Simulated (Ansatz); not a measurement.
Gas-phase electronic energies from Ansatz, PBE0-D4/def2-TZVP geometries. CCSD(T)/CBS adds triple-zeta CCSD(T) − MP2 to the extrapolated MP2 energy (def2 sets, frozen cores). Functionals use def2-TZVPP. B3LYP here is the variant with VWN-RPA as its local correlation; programs differ in this. Each species was taken in one conformer, which may not be the lowest.

Reaction (isomerisation): `S[SiH]1CN1` → `C=N[SiH2]S`

| level | ΔE (kJ/mol) |
| --- | --- |
| CAM-B3LYP-D4 | -52.5 |
| B2PLYP | -55.3 |
| B3LYP | -57.8 |
| CCSD/def2-TZVPP | -55.1 |

What does CCSD(T)/CBS give? (Best estimate.)

Computed: -48.6 kJ/mol. The listed levels differ from it by -3.9, -6.7, -9.2, -6.5 kJ/mol.

Largest T1 diagnostic among the species: 0.013.

At CCSD(T), def2-SVP lies −21.9 kJ/mol from the extrapolated value and def2-TZVPP −4.6 kJ/mol. In def2-TZVPP, CCSD(T) changes the Hartree–Fock value by +32.0 kJ/mol (the triples alone add +1.9 kJ/mol) and MP2 by +41.4 kJ/mol.
